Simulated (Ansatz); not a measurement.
One change: `OC(F)([SiH3])Cl` becomes `BC(O)(F)Cl`.

Ansatz, PBE0-D4/def2-TZVP geometries, multiplicity 1. Each molecule was computed in one conformer, which needn't be the lowest. `BC(O)(F)Cl` holds a close contact that its SMILES doesn't draw: O···B 1.81 Å.

```json
{"property": "HOMO energy (B3LYP/def2-TZVPP) / eV", "`OC(F)([SiH3])Cl`": "-8.55"}
{"property": "HOMO–LUMO gap (ωB97M-V/def2-TZVPP) / eV", "`OC(F)([SiH3])Cl`": "12.75"}
{"property": "ideal-gas entropy at 298 K and 1 bar (rigid rotor, harmonic PBE0-D4/def2-TZVP) / J/(mol·K)", "`OC(F)([SiH3])Cl`": "338"}
{"property": "LUMO energy (PBE0/def2-TZVPP) / eV", "`OC(F)([SiH3])Cl`": "-0.10"}
{"property": "LUMO energy (PBE/def2-TZVPP) / eV", "`OC(F)([SiH3])Cl`": "-1.09"}
{"property": "size of the dipole moment (PBE/def2-TZVPP) / D", "`OC(F)([SiH3])Cl`": "0.84"}
```

Question: Give the same properties after the change, and the shifts. (An estimate is asked.)

Answer: The calculation gave: 
```json
{"property": "HOMO energy (B3LYP/def2-TZVPP) / eV", "`BC(O)(F)Cl`": "-8.42", "shift": "0.13"}
{"property": "HOMO–LUMO gap (ωB97M-V/def2-TZVPP) / eV", "`BC(O)(F)Cl`": "12.25", "shift": "-0.50"}
{"property": "ideal-gas entropy at 298 K and 1 bar (rigid rotor, harmonic PBE0-D4/def2-TZVP) / J/(mol·K)", "`BC(O)(F)Cl`": "312", "shift": "-26"}
{"property": "LUMO energy (PBE0/def2-TZVPP) / eV", "`BC(O)(F)Cl`": "-0.39", "shift": "-0.29"}
{"property": "LUMO energy (PBE/def2-TZVPP) / eV", "`BC(O)(F)Cl`": "-1.35", "shift": "-0.26"}
{"property": "size of the dipole moment (PBE/def2-TZVPP) / D", "`BC(O)(F)Cl`": "1.75", "shift": "0.91"}
```

With PBE0 the HOMO rises by 0.15 eV and the LUMO falls by 0.29 eV, so the gap narrows by about 0.44 eV. PBE moves the HOMO by 0.19 eV and ωB97M-V by 0.08 eV. The zero-point energy changes by -9.0 kJ/mol with -3 modes. Dipoles are sizes alone; their direction can turn.

Positive LUMOs are unbound, so they and the gaps depend on the basis.

B3LYP here is the variant with VWN-RPA as its local correlation; programs differ in this.
